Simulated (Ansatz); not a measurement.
The molecule AgCl, closed-shell singlet (the spin of the measured ground state). No spin–orbit coupling.

Seven points along R, fitted to fifth degree in 1/R; most abundant isotopes. Runs in def2 and cc sets follow the lowest solution found near the PBE0 minimum. The singlet is held restricted.

Correlated levels freeze the inner cores; with def2 sets outer-core shells near the valence are correlated too.

Programs: Ansatz (a quantum-chemistry and plane-wave program) with Gaussian orbitals.  In def2 rows elements past Kr take small-core potentials, without spin–orbit coupling.

Energies at CCSD(T)/def2-QZVPP:

| R (Å) | E (hartree) |
|---|---|
| 2.124588 | -606.64870090 |
| 2.181701 | -606.65298072 |
| 2.234244 | -606.65504023 |
| 2.293642 | -606.65564677 |
| 2.353039 | -606.65481484 |
| 2.421574 | -606.65249137 |
| 2.501531 | -606.64843288 |

Task: With a reduced mass of 26.3498 u, find the minimum, the force constant and the constants.

Result: A fifth-degree polynomial in 1/R puts the minimum at r_e = 2.2866 Å with force constant 182 N/m. Then ω_e = (1/2πc)√(k/μ) = 343 cm⁻¹ and B_e = h/(8π²cμr_e²) = 0.1224 cm⁻¹; the cubic and quartic terms give α_e = 0.00059 and ω_e x_e = 1.2 cm⁻¹.
